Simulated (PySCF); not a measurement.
How methods differ on the ionisation energy of Hf³⁺

Hf³⁺ [Xe] 4f14 5d1 [5d3/2^1, M_J = 3/2] → Hf⁴⁺ [Xe] 4f14, as a difference of total energies. Calculation: PySCF 2.14, in x2c-TZVPPall-2c (11s11p10d3f1g, 124 functions); the two-component X2C-1e Hamiltonian. Correlated levels: [Kr] 4d10 4f14 frozen; the 34 highest virtual spinors dropped. "Screened" scales the spin-orbit matrix elements by Boettger's factors to mimic the two-electron term; Breit and QED terms are absent.

Task: Order these methods by the ionisation energy they give, lowest first.
A. GHF (screened spin-orbit)
B. GHF (spin-free)
C. GMP2 (spin-free)
D. GMP2 (screened spin-orbit)

Result: B (31.944 eV), A (32.273 eV), C (32.305 eV), D (32.658 eV).

The spin-free rows lack the spin-orbit shift.

Errors of the correlated levels include the incompleteness of this basis and the frozen core.

For comparison: 33.37 ± 0.025 eV (semi-empirical (NIST evaluation); NIST Atomic Spectra Database, ionization energies).
